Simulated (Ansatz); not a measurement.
Geometry optimisation, RKS r2SCAN/def2-SVP (Ansatz 0.2.0).

The input (input.yaml):

```yaml
crystal:
  periodic: [false, false, false]
  atoms:
    - { symbol: S, position_ang: [1.0668, -0.4639, 0.4252] }
    - { symbol: In, position_ang: [-0.3956, 0.5209, -0.387] }
    - { symbol: H, position_ang: [0.1967, -1.4564, 0.9276] }
    - { symbol: H, position_ang: [-1.3033, 0.1146, -0.8809] }
    - { symbol: H, position_ang: [2.18557, 0.33203, 0.28643] }
basis:
  gaussian: { orbitals: def2-SVP }
hamiltonian:
  xc: r2scan
relax:
  f_tol: 0.02
  max_steps: 50
```

Run as:

```bash
$ ansatz run input.yaml --threads 1 --pin off --max-ram 2048MiB --backend cpu --events-out ev --progress --plain --runs-dir out
```

Question: Where does it end, and by what steps?

Answer: It converged. After 19 steps the energy has fallen by 12.488 eV; H4 moved furthest, 1.03 Å. The start is strongly strained (largest force component 25 eV/Å), so its close contacts needn't be bonds. Parted: S1–In2.

```json
{"step": "0", "energy less start (eV)": "0.0000", "largest force component (eV/Å)": "25.473", "accepted": "yes"}
{"step": "1", "energy less start (eV)": "-6.8615", "largest force component (eV/Å)": "8.626", "accepted": "yes"}
{"step": "2", "energy less start (eV)": "-9.4947", "largest force component (eV/Å)": "2.396", "accepted": "yes"}
{"step": "3", "energy less start (eV)": "-10.3732", "largest force component (eV/Å)": "1.097", "accepted": "yes"}
{"step": "4", "energy less start (eV)": "-10.7554", "largest force component (eV/Å)": "1.705", "accepted": "yes"}
{"step": "5", "energy less start (eV)": "-11.2322", "largest force component (eV/Å)": "1.724", "accepted": "yes"}
{"step": "6", "energy less start (eV)": "-11.7510", "largest force component (eV/Å)": "1.407", "accepted": "yes"}
{"step": "7", "energy less start (eV)": "-12.1433", "largest force component (eV/Å)": "0.756", "accepted": "yes"}
{"step": "8", "energy less start (eV)": "-12.3401", "largest force component (eV/Å)": "0.443", "accepted": "yes"}
{"step": "9", "energy less start (eV)": "-12.4159", "largest force component (eV/Å)": "0.706", "accepted": "yes"}
{"step": "10", "energy less start (eV)": "-12.4514", "largest force component (eV/Å)": "0.413", "accepted": "yes"}
{"step": "11", "energy less start (eV)": "-12.4592", "largest force component (eV/Å)": "0.271", "accepted": "yes"}
{"step": "12", "energy less start (eV)": "-12.4730", "largest force component (eV/Å)": "0.207", "accepted": "yes"}
{"step": "13", "energy less start (eV)": "-12.4758", "largest force component (eV/Å)": "0.230", "accepted": "yes"}
{"step": "14", "energy less start (eV)": "-12.4830", "largest force component (eV/Å)": "0.153", "accepted": "yes"}
{"step": "15", "energy less start (eV)": "-12.4846", "largest force component (eV/Å)": "0.053", "accepted": "yes"}
{"step": "16", "energy less start (eV)": "-12.4868", "largest force component (eV/Å)": "0.061", "accepted": "yes"}
{"step": "17", "energy less start (eV)": "-12.4874", "largest force component (eV/Å)": "0.031", "accepted": "yes"}
{"step": "18", "energy less start (eV)": "-12.4873", "largest force component (eV/Å)": "0.041", "accepted": "no"}
{"step": "19", "energy less start (eV)": "-12.4877", "largest force component (eV/Å)": "0.008", "accepted": "yes"}
```

```xyz
5
Properties=species:S:1:pos:R:3
S 1.628 -0.799 -0.032
In -0.660 1.143 -1.012
H 0.281 -0.959 0.264
H -1.323 -0.278 0.070
H 1.824 -0.059 1.082
```

Whether the end is a true minimum wasn't checked by a vibrational analysis.

Run time: 68 s on 1 CPU thread of a shared host.
